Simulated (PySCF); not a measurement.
Computed vibrations of [Pb(NH2)2]2+

[Pb(NH2)2]2+ (singlet). PySCF 2.14.0, RKS PBE, Pb def2-SVP with ECP60, N def2-SVP, H def2-SVP; non-relativistic Hamiltonian with scalar-relativistic core potentials where named; density fitting; no spin-orbit coupling. Central differences of gradients.

```xyz
7

Pb    0.0000    0.0000   -0.1279
N     1.9795    0.0000    0.8616
H     2.5603   -0.8392    0.6102
H     2.5603    0.8392    0.6102
N    -1.9795    0.0000    0.8616
H    -2.5603    0.8392    0.6102
H    -2.5603   -0.8392    0.6102
```

Run from Python with OMP_NUM_THREADS=2. Where DIIS fails, smearing, a level shift and second-order steps follow.
It took 31 s on 2 threads of Arm Neoverse V1 (shared host).

**Question.** What are the harmonic wavenumbers and infrared intensities?

**Answer.** Modes are labelled in C2v; negative numbers are unstable modes, those under 60 cm⁻¹ near the noise; a finer grid moves soft modes by up to 10 cm⁻¹.
```csv
cm⁻¹,km/mol,symmetry
-148,–,a2
68,34.1,a1
221,82.4,b2
320,3.3,a1
419,27.3,b1
732,0.0,a2
765,69.0,b1
785,7.1,b2
897,405.4,a1
1440,119.6,b1
1451,14.1,a1
3202,804.8,b1
3216,0.0,a1
3303,0.0,a2
3304,293.6,b2
```

**Question.** Is this a minimum?

**Answer.** No: 1 unstable; the lowest moves the atoms so:
```
Pb   0.00  0.00  0.00
N    0.00 -0.05  0.00
H    0.18  0.20 -0.42
H   -0.18  0.20  0.42
N    0.00  0.05  0.00
H   -0.18 -0.20 -0.42
H    0.18 -0.20  0.42
```
